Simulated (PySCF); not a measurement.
Species: C4H7BNP.
Structure used (PBE0-D3(BJ)/def2-SVP), in Å, numbered top down from 1:
```xyz
14
C4H7BNP angstrom
P      3.817    1.285    0.659
B      2.408    0.107    1.168
N      1.057    0.240    0.726
C      0.000   -0.547    1.177
C     -1.147   -0.154    0.552
C     -0.801    0.928   -0.327
C      0.541    1.142   -0.198
H      3.582    1.387   -0.742
H      4.848    0.310    0.585
H      2.627   -0.729    2.010
H      0.180   -1.325    1.915
H     -2.136   -0.584    0.697
H     -1.477    1.481   -0.977
H      1.186    1.869   -0.684
```

Linear response at PBE0/def2-SVPD (PySCF, frozen core in the response, non-relativistic). One conformer (not necessarily the lowest) at the PBE0-D3(BJ)/def2-SVP geometry, without solvent, vibrations or thermal averaging.

Static isotropic polarisability: 96.92 au (14.36 Å³), principal values 63.9, 92.9, 134.0 au.

Task: What is the polarisability at 1064 nm and at the sodium D line?

Result: 98.36 au at 1064 nm (+1.5 %), 102.00 au at 589.3 nm (+5.2 %). The rise at 589.3 nm is 3.52 times that at 1064 nm; a pure ω² law gives 3.26. The lowest singlet lies at 298 nm, shorter than both wavelengths.

Task: What is the isotropic C6 coefficient between two such molecules, C6 = (3/π)∫α(iω)² dω?

Result: 3193 au (Eh·bohr⁶) by a ten-point quadrature over imaginary frequencies, which is 1910 eV·Å⁶ or 184 J·nm⁶/mol.

Task: Which effective excitation energy ω̄ makes London's formula C6 = (3/4)α²ω̄ exact here?

Result: ω̄ = 4·C6/(3α²) = 0.453 Eh = 12.3 eV. A one-pole form α(ω) = α/(1 − ω²/ω̄²) fitted to the 1064 nm value gives 9.6 eV.

Task: How anisotropic is the static polarisability, by Δα² = ½[(α1 − α2)² + (α2 − α3)² + (α3 − α1)²]?

Result: Δα = 61.0 au, or 0.63 of the isotropic value.

Task: How many electrons N does the Slater–Kirkwood formula C6 = (3/4)·√N·α^(3/2) need to give this C6?

Result: N = (4·C6/3)²/α³ = 19.9; the species has 58 electrons in all.

Task: What does −C6/R⁶ come to at R = 12 Å between centres?

Result: -62 J/mol. This is the leading, orientation-averaged term; C8 and higher terms are left out.

Task: What three-body coefficient follows from the one-pole estimate C9 = (3/4)·α·C6?

Result: 232000 au. This is an estimate from the two numbers above, not a computed integral.

The run took 43 s wall (grids of density and orbitals included) on an Intel Xeon Platinum 8259CL at 2.50 GHz with one thread, no GPU, shared host with 96 logical CPUs at a one-minute load of 17, and the process peaked at 0.87 GiB of memory. This is the whole response run at PBE0/def2-SVPD, SCF included.
